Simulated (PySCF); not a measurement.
**Frontier levels across methods**

BClH₅PSi.
SMILES with atom numbers: `[SiH3:1][PH:2][BH:3][Cl:4]` (hydrogens: H5, H6, H7 on Si1; H8 on P2; H9 on B3)

Geometry (PBE0-D3(BJ)/def2-SVP, Å), atoms numbered from 1 in this order:
```
atom  x, y, z in Å
Si1    0.7774    0.6464   -0.9596
P2     2.6577    1.8716   -0.7475
B3     3.8340    0.4939   -0.2314
Cl4    5.3827    0.2370   -1.0032
H5    -0.2666    1.5101   -1.5851
H6     0.9463   -0.5875   -1.7844
H7     0.3636    0.2660    0.4221
H8     3.0176    2.0545   -2.1128
H9     3.5623   -0.1906    0.7239
```

Basis pcSseg-2 throughout (PySCF), one geometry. One conformer (not necessarily the lowest) at the PBE0-D3(BJ)/def2-SVP geometry, without solvent, vibrations or thermal averaging.

Task: How do the orbital energies, the gap and the dipole change with the method?

Result: 
```csv
method,kind,HOMO (eV),LUMO (eV),gap (eV),μ (D),SCF cycles
BLYP,GGA,-6.32,-2.57,3.75,1.14,14
B97-D,GGA,-6.45,-2.57,3.88,1.16,14
PBE,GGA,-6.49,-2.76,3.73,1.17,13
OPBE,GGA,-6.51,-2.64,3.86,1.19,14
KT2,GGA,-6.54,-2.74,3.80,1.21,15
KT3,GGA,-6.56,-2.67,3.89,1.18,15
LDA,LDA,-6.58,-2.97,3.60,1.26,13
BP86,GGA,-6.58,-2.82,3.76,1.17,13
B97-2,global hybrid,-7.34,-1.86,5.48,1.22,12
B3LYP,global hybrid,-7.35,-2.04,5.31,1.20,12
PBE0,global hybrid,-7.57,-1.88,5.69,1.23,12
mPW1PW91,global hybrid,-7.60,-1.88,5.72,1.23,12
BHandHLYP,global hybrid,-8.50,-0.85,7.65,1.27,11
CAM-B3LYP,range-separated hybrid,-8.79,-0.78,8.01,1.25,11
wB97X-D,range-separated hybrid,-9.36,-0.09,9.27,1.26,13
HF,Hartree–Fock,-9.97,1.53,11.50,1.33,11
LC-wPBE,range-separated hybrid,-10.12,0.28,10.40,1.28,12
```

The HOMO spans 3.80 eV, from BLYP down to LC-wPBE, and the gap runs from 3.60 eV (LDA) to 11.50 eV (HF). Over the methods BLYP (0 %), B97-D (0 %), PBE (0 %), OPBE (0 %), KT2 (0 %), KT3 (0 %), LDA (0 %), BP86 (0 %), B97-2 (21 %), B3LYP (20 %), PBE0 (25 %), mPW1PW91 (25 %), BHandHLYP (50 %), HF (100 %), a straight line through the gap against the share of exact exchange rises by 0.77 eV for each 10 % (correlation coefficient 0.999). The dipole ranges from 1.14 D (BLYP) to 1.33 D (HF). This basis has no diffuse functions.
